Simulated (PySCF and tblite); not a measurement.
Results of a calculation; reference values are marked as such.
C7H8F2, numbered as in [F:1][CH2:2][C:3]1=[CH:4][C:5]([F:6])=[CH:7][CH2:8][CH2:9]1.

Geometries GFN2-xTB; weights from PBE0-D3(BJ)/pcSseg-1 energies and GFN2-xTB thermal corrections, with symmetry numbers and mirror pairs. Conformers within 3 kcal/mol (GFN2-xTB free energy) were kept, 10 at most. Run with PySCF (density fitting) and tblite.

An NOE distance is ⟨r⁻⁶⟩^(−1/6) over all pairs of like atoms and, for the average, over conformers.

Torsions listed: F1–C2–C3–C9. The 6-ring runs over atoms 3–4–5–7–8–9. Of a mirror pair one member is shown.

| conformer | shape | weight % |
| --- | --- | --- |
| 1 | 6-ring half-chair (ring torsions -14, -1, 31, -44, 33, -4°); -173° | 47.1 |
| 2 | 6-ring half-chair (ring torsions -14, -2, 31, -43, 31, -2°); 55° | 35.6 |
| 3 | 6-ring half-chair (ring torsions 13, 1, -29, 43, -32, 4°); 43° | 17.3 |

Task: Which H–H contacts under 3.5 Å would NOEs report (pairs on one atom left out) at 298.15 K?

Result: 
```tsv
pair	in 1 (Å)	in 2 (Å)	in 3 (Å)	average (Å)
H8 ··· H9	2.54	2.54	2.54	2.54
H7 ··· H8	2.57	2.57	2.57	2.57
H2 ··· H4	3.51	2.69	2.71	2.92
H2 ··· H9	2.83	3.17	3.20	2.98
```

Longer pairs under the limit may be missing.

Task: In a model where alignment follows shape alone (order matrix 0.001 × (3G/tr G − 1)/2, G the second moments of the atom positions; splitting J + 2D), what are the one-bond C–H dipolar couplings D?

Result: H2 3.8 Hz (5.2 in conformer 1), H4 -1.9 Hz (-2.2 in conformer 1), H7 -9.8 Hz (-9.8 in conformer 1), H8 3.9 Hz (3.7 in conformer 1), H9 4.0 Hz (4.1 in conformer 1).

The minima are those of GFN2-xTB; planar forms about aryl–S or allylic bonds may be saddles in DFT.


Conformer gaps in pcSseg-1 on xTB geometries can be 2 kcal/mol off for S=O, P=O and other polar bonds.